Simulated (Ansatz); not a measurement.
```yaml
crystal:
  periodic: [false, false, false]
  atoms:
    - {symbol: C, position_ang: [-1.699106, 1.091971, 0.839947]}
    - {symbol: N, position_ang: [-0.332465, 1.323226, 0.965380]}
    - {symbol: Sn, position_ang: [0.890908, -0.191085, 1.035361]}
    - {symbol: N, position_ang: [0.753455, -1.419052, -0.470590]}
    - {symbol: C, position_ang: [0.893886, -0.929514, -1.765787]}
    - {symbol: H, position_ang: [-2.242060, 1.972405, 1.028831]}
    - {symbol: H, position_ang: [-2.006990, 0.390743, 1.559359]}
    - {symbol: H, position_ang: [0.263700, 2.332622, 0.423651]}
    - {symbol: H, position_ang: [-0.036300, 2.032622, 0.373651]}
    - {symbol: H, position_ang: [0.492769, -1.064445, 2.359652]}
    - {symbol: H, position_ang: [2.395415, 0.449068, 0.993183]}
    - {symbol: H, position_ang: [0.005669, -2.033222, -0.401946]}
    - {symbol: H, position_ang: [1.766033, -0.347190, -1.831522]}
    - {symbol: H, position_ang: [1.009748, -1.720014, -2.449395]}
    - {symbol: H, position_ang: [0.093169, -0.330259, -2.105561]}
basis:
  gaussian: {orbitals: def2-SVPD, final_grid: {core_spheres: 8, valence_spheres: 7, degree: 23}}
hamiltonian: {xc: {name: wB97}}
```

```sh
$ ansatz run in.yaml --threads 4 --pin off --events-out ev --progress --plain --max-ram 11315MiB
```

Shortened log:

```
Functional definition: wB97
1681 factors; their error is unknown
822 factors; integrals over basis functions are off by at most 7.1e-6 eV
mean field evaluation 1: about -11021.5788 eV, gradient 5.4e1 eV
mean field evaluation 2: about -11023.3978 eV, gradient 5.0e1 eV
mean field evaluation 4: about -11028.8858 eV, gradient 2.8e0 eV
mean field evaluation 8: about -11028.9463 eV, gradient 3.1e-1 eV
mean field evaluation 16: about -11028.8779 eV, gradient 4.3e-3 eV
mean field -11028.87789609 eV, -405.3037870394 hartree, gradient 8.0e-5 eV, S^2 0.000000; 0 other end points of the search recorded, 0 dependent functions left out
reference -11028.87788032 eV, -405.3037864600 hartree; 29, 29 occupied and 163, 163 virtual orbitals, 1681 factors
Total energy: -11028.87788032 eV, -405.3037864600 hartree
```

(1) Something in this input is off. What?

Results:

(1) One atom was put on top of another. The run converged. The result belongs to that input, not to the molecule as meant.
